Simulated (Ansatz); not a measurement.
C$_{6}$H$_{16}$N$_{2}$, charge -1, doublet, at the geometry of the source list (a state made from the parent by changing its charge; the spin is typed, not shown lowest) (a gas-phase anion, which may not be bound at this level); HF/6-31+G* in Ansatz (an electronic-structure program).

Here is a job for Ansatz.
Ansatz 0.2 input:
```yaml
crystal:
  periodic: [false, false, false]
  atoms:
    - {symbol: C, position_ang: [2.41240000, -1.09460000, 0.97750000]}
    - {symbol: N, position_ang: [1.34980000, -0.27300000, 0.44100000]}
    - {symbol: C, position_ang: [1.86760000, 0.93370000, -0.16730000]}
    - {symbol: C, position_ang: [0.51700000, -1.04020000, -0.46510000]}
    - {symbol: C, position_ang: [-0.68000000, -0.25830000, -1.01810000]}
    - {symbol: N, position_ang: [-1.30650000, 0.61790000, -0.04710000]}
    - {symbol: C, position_ang: [-1.76190000, -0.09170000, 1.12920000]}
    - {symbol: C, position_ang: [-2.37730000, 1.37450000, -0.65780000]}
    - {symbol: H, position_ang: [2.98100000, -0.51240000, 1.70130000]}
    - {symbol: H, position_ang: [1.98200000, -1.95600000, 1.48840000]}
    - {symbol: H, position_ang: [3.10470000, -1.46230000, 0.20110000]}
    - {symbol: H, position_ang: [1.03490000, 1.59190000, -0.39930000]}
    - {symbol: H, position_ang: [2.44490000, 0.73210000, -1.08520000]}
    - {symbol: H, position_ang: [2.51830000, 1.43740000, 0.54630000]}
    - {symbol: H, position_ang: [0.15820000, -1.91350000, 0.08710000]}
    - {symbol: H, position_ang: [1.09680000, -1.41460000, -1.33220000]}
    - {symbol: H, position_ang: [-0.35230000, 0.36710000, -1.85340000]}
    - {symbol: H, position_ang: [-1.39960000, -0.99750000, -1.42300000]}
    - {symbol: H, position_ang: [-0.89800000, -0.50100000, 1.64530000]}
    - {symbol: H, position_ang: [-2.26120000, 0.61180000, 1.79430000]}
    - {symbol: H, position_ang: [-2.46660000, -0.90510000, 0.88770000]}
    - {symbol: H, position_ang: [-3.19590000, 0.73580000, -1.03100000]}
    - {symbol: H, position_ang: [-1.98270000, 1.94980000, -1.49550000]}
    - {symbol: H, position_ang: [-2.78580000, 2.06820000, 0.07570000]}
basis:
  gaussian:
    orbitals: 6-31+G_.json
hamiltonian:
  xc: hf
total_charge: -1
magnetization: {spin_polarized: true, initial_magnetization: 1}
```
The basis file holds 6-31+G* in the JSON format of the Basis Set Exchange.

Q: Predict the main parts of the log of this Ansatz run.

A: 
```
Functional definition: HF
1877 factors; integrals over basis functions are off by at most 5.8e-4 eV
mean field evaluation 1: about -9391.2962 eV, gradient 2.6e1 eV
mean field evaluation 2: about -9391.2950 eV, gradient 2.6e1 eV
mean field evaluation 4: about -9395.9895 eV, gradient 4.9e0 eV
mean field evaluation 8: about -9396.1841 eV, gradient 3.6e-1 eV
mean field evaluation 16: about -9396.2840 eV, gradient 8.8e-5 eV
mean field evaluation 32: about -9396.2649 eV, gradient 9.1e-2 eV
mean field evaluation 64: about -9396.2773 eV, gradient 7.1e-2 eV
mean field evaluation 96: about -9396.0366 eV, gradient 3.8e-1 eV
mean field evaluation 128: about -9395.9064 eV, gradient 1.2e0 eV
mean field evaluation 160: about -9396.1037 eV, gradient 1.9e-1 eV
mean field evaluation 192: about -9396.2554 eV, gradient 2.4e-1 eV
mean field evaluation 224: about -9396.0246 eV, gradient 8.3e-1 eV
mean field evaluation 256: about -9396.1728 eV, gradient 3.7e-1 eV
mean field -9396.28328429 eV, -345.3070416680 hartree, gradient 7.1e-6 eV, S^2 0.750464; 3 other end points of the search recorded, 0 dependent functions left out
reference -9396.28328429 eV, -345.3070416680 hartree; 34, 33 occupied and 150, 151 virtual orbitals, 1877 factors
Total energy: -9396.28328429 eV, -345.3070416680 hartree
```
